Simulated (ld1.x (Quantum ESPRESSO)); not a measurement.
## Be: PAW pseudisation with PBE, scalar-relativistic reference atom.

ld1.x (Quantum ESPRESSO) 7.5 input, shortened:

```
&input
   title='Be', zed=4., rel=1, dft='PBE', iswitch=3,
   config='[He] 2s1.5 2p0.5'
 /
 &inputp
   pseudotype=3, lpaw=.true., tm=.true., lloc=-1, rcloc=2.05,
   nlcc=.true., new_core_ps=.true., rcore=1.05,
   which_augfun='BG', rmatch_augfun=1.30
 /
4
2S  1  0   1.50   0.00  1.35  1.55  0.0
2S  1  0   0.00   0.60  1.35  1.55  0.0
2P  2  1   0.50   0.00  3.70  4.80  0.0
2P  2  1   0.00   3.40  3.70  4.80  0.0
 &test
   configts(1)='2s1.5 2p0.5'
 /
```

Estimate the cutoffs (Ry, on a coarse ladder) from which the occupation-weighted sum of valence levels, in a spherical-Bessel basis at the reference potential, stays within 10 and 1 mRy of its value at 400 Ry.

8 Ry and 15 Ry.

What does a ghost test show?

No extra level below or beside the all-electron valence levels (s, p, d, f tested).

Is the overlap operator S = 1 + Σ q|β⟩⟨β| positive definite (Bessel basis up to 400 Ry)?

Yes: its lowest eigenvalue is 0.06 (p channel).

Which valence shell sets the plane-wave cutoff?

2s: its level needs 15 Ry to come within 1 mRy, against 6 Ry for 2p.

Test run stopped at test 1 of 6 (negative rho).
